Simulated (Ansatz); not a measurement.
Relaxation of C₂H₆FSi (10 atoms, charge 0, multiplicity 2), to a largest force component of 0.03 eV/Å in at most 50 steps.

All numbers below come from UKS BLYP-D4/6-31G* in Ansatz 0.2.0.

```xyz
10
Properties=species:S:1:pos:R:3:forces:R:3
H -0.155 0.382 0.939 0.28 -0.15 0.08
Si 1.837 -1.170 -0.080 0.00 -0.02 -0.04
F 1.104 -1.952 -1.315 0.00 0.00 0.00
C -1.106 0.891 0.799 -0.36 0.21 0.00
C -1.659 1.000 -0.417 -0.01 0.02 -0.01
H 2.369 -2.186 0.898 0.02 -0.03 0.00
H 2.978 -0.362 -0.641 0.04 0.01 0.00
H -1.576 1.301 1.701 0.01 0.00 -0.06
H -1.178 0.578 -1.307 -0.02 0.01 0.04
H -2.614 1.516 -0.576 0.05 -0.05 0.00
```

Where does it end, and by what steps?

It converged. The force dipped under the threshold on the way, but the program's further checks kept it going. After 35 steps the energy has fallen by 0.141 eV; H10 moved furthest, 1.59 Å.

```json
{"step": "0", "energy less start (eV)": "0.0000", "largest force component (eV/Å)": "0.360", "accepted": "yes"}
{"step": "2", "energy less start (eV)": "-0.0181", "largest force component (eV/Å)": "0.107", "accepted": "yes"}
{"step": "4", "energy less start (eV)": "-0.0551", "largest force component (eV/Å)": "0.208", "accepted": "yes"}
{"step": "6", "energy less start (eV)": "-0.0766", "largest force component (eV/Å)": "0.300", "accepted": "yes"}
{"step": "8", "energy less start (eV)": "-0.0887", "largest force component (eV/Å)": "0.106", "accepted": "yes"}
{"step": "10", "energy less start (eV)": "-0.0919", "largest force component (eV/Å)": "0.056", "accepted": "yes"}
{"step": "12", "energy less start (eV)": "-0.0933", "largest force component (eV/Å)": "0.047", "accepted": "yes"}
{"step": "14", "energy less start (eV)": "-0.0936", "largest force component (eV/Å)": "0.210", "accepted": "no"}
{"step": "16", "energy less start (eV)": "-0.0971", "largest force component (eV/Å)": "0.024", "accepted": "yes"}
{"step": "18", "energy less start (eV)": "-0.1010", "largest force component (eV/Å)": "0.075", "accepted": "yes"}
{"step": "20", "energy less start (eV)": "-0.1047", "largest force component (eV/Å)": "0.095", "accepted": "yes"}
{"step": "22", "energy less start (eV)": "-0.1076", "largest force component (eV/Å)": "0.272", "accepted": "yes"}
{"step": "24", "energy less start (eV)": "-0.1135", "largest force component (eV/Å)": "0.069", "accepted": "yes"}
{"step": "26", "energy less start (eV)": "-0.1181", "largest force component (eV/Å)": "0.272", "accepted": "yes"}
{"step": "28", "energy less start (eV)": "-0.1281", "largest force component (eV/Å)": "0.061", "accepted": "yes"}
{"step": "30", "energy less start (eV)": "-0.1350", "largest force component (eV/Å)": "0.157", "accepted": "yes"}
{"step": "32", "energy less start (eV)": "-0.1398", "largest force component (eV/Å)": "0.051", "accepted": "yes"}
{"step": "34", "energy less start (eV)": "-0.1407", "largest force component (eV/Å)": "0.033", "accepted": "yes"}
{"step": "35", "energy less start (eV)": "-0.1408", "largest force component (eV/Å)": "0.012", "accepted": "yes"}
```

```xyz
10
Properties=species:S:1:pos:R:3
H -1.167 -0.329 1.321
Si 1.573 -0.815 0.080
F 0.450 -1.896 -0.428
C -0.970 0.617 0.810
C -1.267 0.787 -0.494
H 2.805 -1.620 0.445
H 1.922 0.111 -1.057
H -0.592 1.436 1.431
H -1.652 -0.033 -1.105
H -1.102 1.742 -1.003
```

The run took 60 s on 2 threads of Intel(R) Xeon(R) Platinum 8488C (Sapphire Rapids), with other jobs on the host, peak memory 0.18 GiB.
